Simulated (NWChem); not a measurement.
Si3H7Cl; SMILES [SiH]([SiH3])(Cl)[SiH3]

```xyz
11

Si    -0.0618     0.5842     0.0000
Si     0.9833    -0.1747    -1.9590
Si     0.9833    -0.1747     1.9590
Cl    -2.0114    -0.1754     0.0000
H     -0.1513     2.0773     0.0000
H      2.3804     0.3574    -2.0232
H      0.2222     0.2855    -3.1594
H      1.0293    -1.6682    -1.9415
H      0.2222     0.2855     3.1594
H      2.3804     0.3574     2.0232
H      1.0293    -1.6682     1.9415
```
Atoms are numbered in this order, from 1.

Coordinates come from a PBE0/def2-SVP optimisation.

**Question.** Give the principal values of the shielding tensors (ppm) of Si1, Si2, Cl4 from BHandHLYP/pcSseg-1, GIAO (NWChem), with their diamagnetic and paramagnetic parts as GIAO splits them.

**Answer.** 
```csv
atom,σ11,σ22,σ33,isotropic,diamagnetic,paramagnetic
Si1,299.2,346.2,454.5,366.7,879.5,-512.9
Si2,445.3,446.2,465.7,452.4,879.4,-427.0
Cl4,1020.1,1041.2,1117.7,1059.7,1149.2,-89.5
```
